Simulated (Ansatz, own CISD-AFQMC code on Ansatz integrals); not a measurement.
H2B2Si, SMILES `B1=[SiH]B1` (charge 0, multiplicity 1).

Cartesian coordinates (Å):
```xyz
5

B     -0.2910     1.3511     0.0805
Si     0.9849     0.1225     0.0153
B     -1.0607     0.0315    -0.0080
H      2.2344    -0.6798    -0.0230
H     -1.8676    -0.8252    -0.0648
```
Charge 0, multiplicity 1.

Frozen-core energies in cc-pVDZ from Ansatz (a first-principles code) at a geometry from B3LYP-D3(BJ)/def2-TZVP; the HF reference has <S^2> = 0.00 (restricted, and unstable towards unrestricted orbitals) and the T1 diagnostic is 0.021.

```
level  energy (Ha)
-----  -----------
HF      -339.29568
MP2     -339.55920
CCSD    -339.58625
```

Question: Estimate the energies of CCSD(T), CCSDT, phaseless AFQMC, CISD trial (own CISD-AFQMC code on Ansatz integrals; ±0.40 mHa) and CCSDT(Q), and give each level's difference from CCSDT(Q).

Answer: 
| level | energy (Ha) | difference from CCSDT(Q) (mHa) |
|---|---|---|
| MP2 | -339.55920 | 48.49 |
| CCSD | -339.58625 | 21.44 |
| CCSD(T) | -339.60501 | 2.68 |
| CCSDT | -339.60595 | 1.74 |
| phaseless AFQMC, CISD trial (own CISD-AFQMC code on Ansatz integrals; ±0.40 mHa) | -339.60626 | 1.43 |
| CCSDT(Q) | -339.60769 | 0.00 |
